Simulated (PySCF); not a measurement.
Ga(OMe)(SMe)2, SMILES C[O][Ga]([S]C)[S]C (GFN2-xTB optimised geometry):

```
16

Ga     0.234    -0.477     0.000
O     -0.751     0.967     0.000
C     -0.826     2.378    -0.001
H      0.166     2.835    -0.006
H     -1.371     2.704    -0.890
H     -1.364     2.706     0.892
S     -1.017    -2.354     0.001
C     -2.697    -1.637    -0.003
H     -2.841    -1.028     0.884
H     -3.377    -2.483     0.005
H     -2.843    -1.044    -0.901
S      2.498    -0.477     0.000
C      2.801    -2.286     0.001
H      3.377    -2.527     0.889
H      3.370    -2.530    -0.890
H      1.859    -2.835     0.006
```

Computed with PBE0/def2-TZVP in PySCF.

**Question.** What are the frontier orbital energies and the dipole moment?

**Answer.** HOMO-2 -7.61 eV, HOMO-1 -7.10 eV, HOMO -6.78 eV, LUMO -0.84 eV, LUMO+1 -0.31 eV; dipole moment 0.89 D.

On the same geometry PBE/def2-TZVP (PySCF) gives HOMO-2 -6.29 eV, HOMO-1 -5.84 eV, HOMO -5.58 eV, LUMO -1.75 eV, LUMO+1 -1.05 eV; dipole moment 0.89 D.

Meta-Löwdin charges at PBE0/def2-TZVP: Ga1 0.65, O2 -0.58, C3 -0.11, H4 0.10, H5 0.12, H6 0.12, S7 -0.18, C8 -0.39, H9 0.14, H10 0.14, H11 0.14, S12 -0.16, C13 -0.39, H14 0.14, H15 0.14, H16 0.13.
